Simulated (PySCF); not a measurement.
# MTe for M along the fifth-period p block

PBE0 with triple-zeta basis sets in PySCF, for the lowest determinant that a PBE0 search found; no spin–orbit coupling. De refers to high-spin ground-configuration atoms. A positive dipole means M(−)Te(+).

| M | basis | state (unpaired electrons) | Re (Å) | ωe (cm⁻¹) | De (eV) | μ (D) |
| --- | --- | --- | --- | --- | --- | --- |
| Sb | def2-TZVPPD | doublet (π ↑) | 2.524 | 263 | 2.69 | -1.17 |
| Te | x2c-TZVPPall | triplet (π ↑↑) | 2.547 | 264 | 3.06 | n/a |
| I | x2c-TZVPPall | doublet (π ↑) | 2.651 | 222 | 2.22 | 0.41 |

The shortest bond is that of SbTe (2.524 Å), the longest that of TeI (2.651 Å). Te2 is bound most strongly (3.06 eV) and TeI least (2.22 eV).

The rows differ in basis set, which adds steps of its own.

The state changes along the series, so neighbouring rows are not always alike in their bonding.

These are scalar-relativistic numbers at best; spin–orbit coupling would shift them, the dissociation energy most. States were picked by a PBE0 search and need not be the measured ground states.
